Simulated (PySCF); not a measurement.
Radial density of Zn⁺ (zinc, charge +1)

TPSSh, [Ar] 3d9 4s2, 2D determinant (an excited configuration). All numbers are calculated (PySCF 2.14, a scalar-relativistic core potential, in aug-cc-pVQZ-PP with ECP10MDF (7s7p6d4f3g2h, 135 functions)). This is the valence pseudo-density: the core potential removes the inner electrons and smooths the orbitals near the nucleus.

```
r (bohr)  4πr²ρ (e/bohr)  4πr²(ρα − ρβ)
 0.00576       1.591e-05         0.0000
 0.00970       3.983e-05         0.0000
  0.0163       0.0001044         0.0000
  0.0274       0.0004137         0.0000
  0.0461        0.003780         0.0004
  0.0776         0.04645         0.0051
   0.131          0.4752         0.0527
   0.220           3.279         0.3212
   0.369           14.59         0.9766
   0.621           23.98         1.2205
    1.05           9.343         0.5538
    1.76           2.192         0.0913
    2.96          0.5790        -0.0026
    4.97         0.03066        -0.0011
    8.36       4.997e-05         0.0000
    14.1       1.121e-05         0.0000
```

Energies and moments cover only the electrons outside the core potential.

Problem. Where is the radial spin density 4πr²(ρα − ρβ) most negative, and why is it negative at all?

Solution. Around r = 2.96 bohr, down to -0.0026 e/bohr: exchange with the open shell polarises the paired shells in an unrestricted calculation.
